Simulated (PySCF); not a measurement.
Species: C₄H₇BSi.
Structure used (PBE0-D3(BJ)/def2-SVP), in Å, numbered top down from 1:
```
atom  x, y, z in Å
B1     2.1782    0.1117   -0.1201
C2     0.6369   -0.0163   -0.1134
C3     0.0213   -1.2360   -0.1255
Si4   -1.8416   -0.9559   -0.1230
C5    -1.6259    0.8995   -0.1003
C6    -0.2995    1.1451   -0.0986
H7     2.7197    1.1943   -0.1145
H8     2.8544   -0.8909   -0.1308
H9     0.6015   -2.1622   -0.1374
H10   -2.5197   -1.5282    1.0805
H11   -2.5128   -1.4973   -1.3449
H12   -2.3685    1.6999   -0.0896
H13    0.1198    2.1581   -0.0869
```

Method used: TDDFT PBE0/def2-SVPD, vertical, gas phase, core orbitals frozen in the response (PySCF 2.14.0, density-fitted response routines).

Ground-to-excited transition dipoles (e·a0, same axes as the geometry; the sign carries no meaning), for the states with f of 0.002 or more among the lowest 8:

```tsv
state	E (eV)	μx	μy	μz
S1	3.704	-0.169	-0.454	-0.003
S2	4.397	0.000	0.000	0.162
S5	5.440	0.403	-0.368	-0.005
S6	5.890	1.673	0.440	0.002
S8	6.495	0.001	0.000	-0.182
```

Problem. Work out the oscillator strengths.

Solution. f = (2/3) ΔE |μ|² with ΔE in hartree (27.2114 eV).

```tsv
state	|μ|² (au)	|μ| (D)	f
S1	0.234	1.23	0.021
S2	0.026	0.41	0.003
S5	0.298	1.39	0.040
S6	2.994	4.40	0.432
S8	0.033	0.46	0.005
```

Problem. Label these states by symmetry in Cs.

Solution. From a totally symmetric ground state, an allowed state transforms like the component of the dipole operator along its μ. Polarised normal to the mirror plane, so A″: S2 and S8. Polarised in the mirror plane, so A′: S1, S5 and S6.

Problem. Which bond between heavy atoms lies closest to the direction of the S6 transition dipole?

Solution. C5–C6, at 4° from it; next B1–C2 at 10°.

Problem. What angle do the transition dipoles of S5 and S6 make?

Solution. |cos θ| = |μa·μb| / (|μa| |μb|) = 0.54, so θ ≈ 57° (taken between 0 and 90°, since the signs are arbitrary).

Problem. What peak molar absorption coefficient would the strongest computed level give as a lone Gaussian band 0.4 eV wide at half height?

Solution. ε(max) = 2.175×10⁸ f / FWHM, with the width in cm⁻¹. S6: 2.175×10⁸ × 0.4321 / 3226 ≈ 29000 L mol⁻¹ cm⁻¹.

The vertical ionisation energy (ΔSCF) is 9.00 eV, 2.51 eV above S8.
